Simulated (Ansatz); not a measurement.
Reactions of AgBr, SMILES `[Br][Ag]`.

Program: Ansatz. Geometries: PBE0-D4/def2-TZVP. ΔE: electronic, gas phase. CCSD(T)/CBS is the MP2 limit (def2-TZVPP, def2-QZVPP) plus CCSD(T) − MP2 in def2-TZVPP, frozen cores. This one scheme is used for every species, atoms too. DFT in def2-TZVPP. No spin–orbit coupling; open shells (•) take unrestricted orbitals. Spin–orbit coupling would lower the free atoms: clearly for Br. def2 core potentials past Kr. For Ag, Br, I, Li outer-core shells are correlated without core-valence functions, so the limit isn't a true one: a few kJ/mol of doubt a bond, and 10 to 20 or more in all where bonds break to atoms. Scalar relativity is left out up to krypton.

| reaction | RPA@PBE/def2-TZVPP (kJ/mol) | LDA (SPW92) (kJ/mol) | CCSD(T)/CBS(def2) (kJ/mol) |
| --- | --- | --- | --- |
| `[Br][Ag]` → Ag• + Br• | 235 | 336 | 296 |
| `[Br][Ag]` + HI → `[Ag][I]` + HBr | -23 | -32 | -33 |
| `[Br][Ag]` + `[LiH]` → `[Li][Ag]` + HBr | -46 | -83 | -49 |
| `[Br][Ag]` + CH₃SH → `C[S][Ag]` + HBr | 61 | 42 | 69 |
| `[Br][Ag]` + H₂ → `[AgH]` + HBr | 99 | 76 | 121 |
| `[Br][Ag]` + H–F → `[F][Ag]` + HBr | 135 | 149 | 154 |
| `[Br][Ag]` + HCl → `[Cl][Ag]` + HBr | 30 | 31 | 34 |

Largest T1 diagnostic: 0.028, for `[Li][Ag]`, so its coupled-cluster energy is less sure.
